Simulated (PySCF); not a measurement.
FH5O3Si2. Atoms are numbered in the order given.

```xyz
11

Si     1.4034    -0.6687    -0.4487
F      1.8248     0.2775    -1.7184
Si    -0.6299     0.1067     0.3992
O     -0.5615     1.6203     1.0698
O     -1.8023     0.2303    -0.7762
O     -0.9669    -0.9824     1.6001
H      1.2942    -2.0719    -0.9543
H      2.5028    -0.6064     0.5584
H     -0.8500     2.3415     0.4970
H     -1.9389    -0.5289    -1.3550
H     -1.6148    -0.7105     2.2638
```
Charge 0, spin multiplicity 1.

Geometry optimised at r2SCAN-D4/def2-SVP. The structure was generated by enumeration, and PubChem lists no compound with its InChIKey, so it may never have been made. The values are those of a single conformer.

All values below come from PBE/def2-TZVP (PySCF).

Isolated molecule, no solvent.

The total energy is -907.25732 hartree. The highest occupied level is -6.80 eV and the lowest empty level comes out as -1.40 eV. The orbital gap is 5.39 eV and the dipole moment comes out as 1.83 D. The quadrupole, principal values (traceless, Buckingham form, about the centre of nuclear charge) is -2.81, -0.23, 3.03 D·Å, the mean static polarisability comes out as 63.3 bohr³ (9.38 Å³) and the polarisability, principal values is 57.6, 60.0, 72.3 bohr³.
